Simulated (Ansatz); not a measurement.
Total energies of Li7Al from Ansatz at PBE-D4/def2-TZVP, gas phase (1 Eh = 27.2114 eV = 2625.5 kJ/mol). The reference geometry is relaxed at PBE0-D4/def2-TZVP.

```xyz
8

Al    0.0074    0.1471   -1.0587
Li    0.3965   -0.1795    1.6096
Li    1.4421    0.4340   -3.2351
Li   -2.5141   -0.4366    2.9236
Li    1.9428   -1.5048   -0.6707
Li    1.8998    1.7069   -0.2775
Li   -1.5386   -1.5908    0.1614
Li   -1.6359    1.4237    0.5475
```

```tsv
state	geometry	energy (Eh)
charge 0 singlet	reference	-294.80709
charge 1 doublet	reference	-294.64077
free Al atom (doublet)	–	-242.22759
free Li atom (doublet)	–	-7.46192
```

**Question.** Work out the vertical ionisation energy to the doublet.

**Answer.** E(charge 1 doublet) − E(charge 0 singlet) = -294.64077 − (-294.80709) = 0.16632 Eh = 4.53 eV. For comparison, −ε of the highest occupied level is 2.97 eV at this level, 1.56 eV less.

**Question.** What is the binding energy per atom against free atoms?

**Answer.** Atoms: 1 × (-242.22759) + 7 × (-7.46192) = -294.46103 Eh. Binding: -294.46103 − (-294.80709) = 0.34606 Eh = 9.42 eV, or 1.18 eV for each of 8 atoms (no zero-point energy, no counterpoise term).

The restricted singlet is unstable towards broken spin symmetry in Hartree–Fock (as tested in another run); at PBE-D4/def2-TZVP this wasn't settled. 

The structure comes from a short search, and lower isomers may exist.
